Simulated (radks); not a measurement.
Isoelectronic series with 23 electrons, each ion in its NIST ground configuration. All-electron calculation, Dirac Kohn-Sham, PBE, spin-unpolarised, spherical densities, finite nucleus; open shells are shared between the two j in proportion to 2j + 1; Fermi nuclear charge, rms radius of each element as measured or else 0.836 A^(1/3) + 0.57 fm. Program: a radial shooting solver on a logarithmic mesh with Libxc functionals. Total energies (hartree) and mean radii <r> (bohr) (* marks an orbital that is empty in some or all of the ions):

ion,configuration,E (hartree),4s1/2*,3d5/2,3d3/2
V,[Ar] 3d3 4s2,-949.01450,3.350,1.452,1.445
Fe3+,[Ar] 3d5,-1270.29749,2.260,0.9909,0.9873
Cu6+,[Ar] 3d5,-1643.14890,1.673,0.7295,0.7269
Ge9+,[Ar] 3d5,-2067.53227,1.348,0.5893,0.5869
Br12+,[Ar] 3d5,-2543.87955,1.135,0.4978,0.4954
Sr15+,[Ar] 3d5,-3072.76718,0.9821,0.4323,0.4299
Nb18+,[Ar] 3d5,-3654.87886,0.8663,0.3827,0.3802
Ru21+,[Ar] 3d5,-4290.99801,0.7752,0.3436,0.3410
Ag24+,[Ar] 3d5,-4982.01530,0.7013,0.3120,0.3093
Sn27+,[Ar] 3d5,-5728.91941,0.6400,0.2858,0.2829
I30+,[Ar] 3d5,-6532.81973,0.5883,0.2637,0.2607
Ba33+,[Ar] 3d5,-7394.9493,0.5440,0.2448,0.2417
Pr36+,[Ar] 3d5,-8316.6827,0.5055,0.2285,0.2252
